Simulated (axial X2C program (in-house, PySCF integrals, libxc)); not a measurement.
# CsB⁺: cheaper levels and CCSD(T), 2c

Calculated with an in-house all-electron X2C program for linear molecules (integrals from PySCF). Two-component (2c) means X2C with spin–orbit coupling and atomic mean-field two-electron Coulomb and Gaunt terms. Basis: Cs dyall-cv3z [15s15p9d4f1g], B dyall-v3z [7s6p2d1f] (cores contracted in-house); Gaussian nuclei, density fitting, unrestricted open shells. Masses: Cs 132.905 u, B 11.009 u.

State: Ω = 1/2 (⟨Sz⟩ = 0.50, ⟨Lz⟩ = 0.00 at HF); fragments Cs+ + B.

```tsv
level	Re (Å)	ωe (cm⁻¹)	De (eV)
PBE0	3.730	113.7	0.267
HF	3.916	100.9	0.173
CCSD	3.799	109.0	0.263
M06	3.670	128.9	0.267
```

Correlated methods: 11 electrons correlated (number of frozen shells: Cs 4 s, 3 p, 2 d; B 1 s), 275 virtual spin orbitals or spinors in MP2, 90 natural virtuals in coupled cluster.

CCSD(T), same Hamiltonian and basis:

Re = 3.783 Å, ωe = 110.4 cm⁻¹, De = 0.26 eV; T1 = 0.008 (Lee–Taylor normalisation).

(1) Give the differences from CCSD(T) in the columns below.

Occupations by symmetry block were frozen at the best pattern of an incomplete PBE0 search. De is counted from the lowest determinant-based energies of the atoms at the same level, without counterpoise correction. Density functionals use the spin component along the axis (collinear). CCSD and (T) use frozen natural virtuals with an MP2 correction for the truncation; (T) itself is uncorrected, so its De runs slightly low. The 2c atoms are single determinants rather than J levels; their spin–orbit lowering is only partly caught, and De is too large by that part. This holds for PBE0, CCSD, M06, CCSD(T). Other states lie close and PBE0, whose exact exchange favours high spin, may order them wrongly; the determinant shown need not be the ground state. The nearest other 2c determinant of the search, Ω = 3/2, lies 0.34 eV up at the distance of the search. The functionals have no current-density term, which raises determinants with orbital currents, atoms included. The bond is weak, and without diffuse functions and with truncated virtuals even CCSD(T) can be tens of per cent off in De.

## Answers

(1) 

```csv
level,ΔRe (Å),Δωe (cm⁻¹)
PBE0,-0.053,3.3
HF,0.133,-9.5
CCSD,0.016,-1.4
M06,-0.113,18.5
```
